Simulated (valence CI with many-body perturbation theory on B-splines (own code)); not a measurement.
## E1 line list for Ne III

Calculated by relativistic CI+MBPT: six valence electrons over a frozen Dirac-Fock core [He], a basis of 9 s, 9 p, 8 d, 6 f, 3 g, 1 h functions for each j, with the one-electron correlation potential Σ1 (screened to all orders), the two-electron term Σ2, the three-electron term Σ3, Breit, model QED; selected single and double excitations, second order for the rest, scaled by the run's own slope (own B-spline code, finite nucleus).

Set against measurement, 22 paired levels are off by 210 cm⁻¹ on average, the worst by 486. These come from a selection out of Moore, Atomic Energy Levels, vol. I, NSRDS-NBS 35 (1971 reprint of NBS Circular 467, 1949), an old analysis. Levels without a partner in it may be off by more. Among the levels kept, up to 2000 cm⁻¹ of a level comes from second order outside the variational space, and about a tenth of that is noise between levels of different J, which matters for small intervals.

Lines 151 to 200 of 206 in falling wavelength, among levels below 50.230 eV, chosen from the strongest by gf and those to the six lowest levels. Wavelengths and rates use the calculated energies, so an error of 200 cm⁻¹ moves a line at 336.8 Å by 0.067 % and its rate by three times that or more. Electric multipoles are in the length gauge, E1 and E2 with the static RPA response of the core. Weak lines are less certain than strong ones. Lines between different terms over intervals too small for the method are left out, as are lines whose strength nearly cancels. The highest levels of a list are the least certain.

```csv
λ vac (Å),λ from measured levels,Upper,Lower,A (s⁻¹),S (a.u.)
345.7,,2s 2p5 1P°_1,2s2 2p4 3P_1,1.37e+05,8.37e-06
345.0,,2s 2p5 1P°_1,2s2 2p4 3P_2,5.45e+06,3.31e-04
341.4,,2s2 2p3 3s 3S°_1,2s2 2p4 1D_2,9.98e+05,5.88e-05
336.8,336.2,2s2 2p3 3s 3D°_1,2s2 2p4 1S_0,7.31e+05,4.13e-05
324.0,,2s2 2p3 3s 5S°_2,2s2 2p4 3P_1,7.57e+04,6.35e-06
323.3,,2s2 2p3 3s 5S°_2,2s2 2p4 3P_2,2.54e+05,2.12e-05
314.4,,2s2 2p3 3s 3S°_1,2s2 2p4 3P_0,1.21e+09,5.58e-02
314.2,,2s2 2p3 3s 3S°_1,2s2 2p4 3P_1,3.66e+09,1.68e-01
314.1,313.8,2s2 2p3 3s 3P°_1,2s2 2p4 1S_0,1.70e+05,7.79e-06
313.5,,2s2 2p3 3s 3S°_1,2s2 2p4 3P_2,6.18e+09,2.82e-01
308.9,308.5,2s2 2p3 3s 1P°_1,2s2 2p4 1S_0,4.40e+09,1.92e-01
305.9,305.5,2s2 2p3 3s 3D°_3,2s2 2p4 1D_2,8.35e+05,8.26e-05
305.9,305.5,2s2 2p3 3s 3D°_2,2s2 2p4 1D_2,8.94e+05,6.32e-05
305.9,305.5,2s2 2p3 3s 3D°_1,2s2 2p4 1D_2,1.01e+06,4.28e-05
301.5,,2s2 2p3 3s 1D°_2,2s2 2p4 1D_2,9.14e+09,6.18e-01
295.6,,2s2 2p3 3d 5D°_1,2s2 2p4 1S_0,9.28e+01,3.55e-09
292.6,,2s2 2p3 3d 3D°_1,2s2 2p4 1S_0,6.64e+03,2.46e-07
287.1,286.8,2s2 2p3 3s 3P°_1,2s2 2p4 1D_2,4.70e+05,1.65e-05
287.1,,2s2 2p3 3s 3P°_2,2s2 2p4 1D_2,1.22e+07,7.15e-04
284.0,283.9,2s2 2p3 3s 3D°_1,2s2 2p4 3P_0,1.95e+09,6.62e-02
283.9,283.7,2s2 2p3 3s 3D°_2,2s2 2p4 3P_1,2.63e+09,1.49e-01
283.9,283.6,2s2 2p3 3s 3D°_1,2s2 2p4 3P_1,1.56e+09,5.27e-02
283.4,283.2,2s2 2p3 3s 3D°_3,2s2 2p4 3P_2,3.62e+09,2.84e-01
283.4,283.1,2s2 2p3 3s 3D°_2,2s2 2p4 3P_2,9.87e+08,5.54e-02
283.3,283.1,2s2 2p3 3s 3D°_1,2s2 2p4 3P_2,1.15e+08,3.89e-03
282.7,282.5,2s2 2p3 3s 1P°_1,2s2 2p4 1D_2,3.30e+09,1.10e-01
280.0,,2s2 2p3 3s 1D°_2,2s2 2p4 3P_1,3.26e+05,1.77e-05
279.6,,2s2 2p3 3s 1D°_2,2s2 2p4 3P_2,9.40e+06,5.07e-04
271.5,,2s2 2p3 3d 5D°_3,2s2 2p4 1D_2,9.62e+02,6.66e-08
271.5,,2s2 2p3 3d 5D°_1,2s2 2p4 1D_2,8.86e+02,2.63e-08
271.5,,2s2 2p3 3d 5D°_2,2s2 2p4 1D_2,7.60e+02,3.75e-08
269.0,,2s2 2p3 3d 3D°_1,2s2 2p4 1D_2,1.25e+05,3.60e-06
269.0,,2s2 2p3 3d 3D°_3,2s2 2p4 1D_2,6.55e+05,4.40e-05
269.0,,2s2 2p3 3d 3D°_2,2s2 2p4 1D_2,3.20e+05,1.54e-05
267.8,267.7,2s2 2p3 3s 3P°_1,2s2 2p4 3P_0,1.32e+09,3.75e-02
267.6,267.5,2s2 2p3 3s 3P°_0,2s2 2p4 3P_1,3.77e+09,3.56e-02
267.6,267.5,2s2 2p3 3s 3P°_1,2s2 2p4 3P_1,9.07e+08,2.57e-02
267.6,,2s2 2p3 3s 3P°_2,2s2 2p4 3P_1,1.01e+09,4.78e-02
267.1,267.1,2s2 2p3 3s 3P°_1,2s2 2p4 3P_2,1.49e+09,4.21e-02
267.1,,2s2 2p3 3s 3P°_2,2s2 2p4 3P_2,2.68e+09,1.26e-01
263.9,263.9,2s2 2p3 3s 1P°_1,2s2 2p4 3P_0,1.74e+05,4.74e-06
263.8,263.7,2s2 2p3 3s 1P°_1,2s2 2p4 3P_1,8.72e+04,2.37e-06
263.3,263.2,2s2 2p3 3s 1P°_1,2s2 2p4 3P_2,5.11e+00,1.38e-10
254.2,,2s2 2p3 3d 5D°_1,2s2 2p4 3P_0,1.25e+05,3.04e-06
254.1,,2s2 2p3 3d 5D°_0,2s2 2p4 3P_1,7.94e+05,6.43e-06
254.0,,2s2 2p3 3d 5D°_1,2s2 2p4 3P_1,2.16e+05,5.25e-06
254.0,,2s2 2p3 3d 5D°_2,2s2 2p4 3P_1,1.68e+04,6.79e-07
253.6,,2s2 2p3 3d 5D°_3,2s2 2p4 3P_2,3.54e+04,2.00e-06
253.6,,2s2 2p3 3d 5D°_1,2s2 2p4 3P_2,3.08e+05,7.45e-06
253.6,,2s2 2p3 3d 5D°_2,2s2 2p4 3P_2,3.34e+05,1.34e-05
```
